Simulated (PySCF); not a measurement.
[Gd(CH3)2]+: from a saddle point downhill

PySCF 2.14.0, RKS PBE0, Gd lcecp-1-SVP with ECP53, C def2-SVP, H def2-SVP; non-relativistic Hamiltonian with scalar-relativistic core potentials where named; density fitting; no spin-orbit coupling. Relaxed within the symmetry of its start, the geometry (C2v) is

```xyz
9

Gd    0.0000    0.0000   -0.2462
C     1.7341    0.0000    1.2366
H     2.7356    0.0000    0.7663
H     1.6781    0.8843    1.9012
H     1.6781   -0.8843    1.9012
C    -1.7341    0.0000    1.2366
H    -2.7356    0.0000    0.7663
H    -1.6781   -0.8843    1.9012
H    -1.6781    0.8843    1.9012
```

and its lowest harmonic modes are -66, 30, 119, 338, 366, 389 cm⁻¹ (negative: unstable). It was moved along the lowest mode and relaxed again, within the group C2 that the move left.

Task: Where does it end, and how much lower?

Result: In C2, 0.002 eV lower, after 4 steps:
```xyz
9

Gd    0.0000    0.0000   -0.2418
C     1.7353   -0.0188    1.2377
H     2.7180    0.2147    0.7858
H     1.5528    0.7157    2.0458
H     1.8268   -1.0051    1.7338
C    -1.7353    0.0188    1.2377
H    -2.7180   -0.2147    0.7858
H    -1.5528   -0.7157    2.0458
H    -1.8268    1.0051    1.7338
```

Task: How do the contacts change?

Result: 
```csv
contact,saddle (Å),end (Å)
Gd1–C2 (CH3),2.282,2.280
Gd1–C6 (CH3),2.282,2.280
```


Task: Is the end a minimum?

Result: Yes; lowest modes 34, 48, 125, 338, 361, 392 cm⁻¹.

An lcecp potential fixes the number of 4f electrons, so in runs with it no electron can move into or out of that shell.

State: singlet in the valence, with the 4f electrons in the core potential.
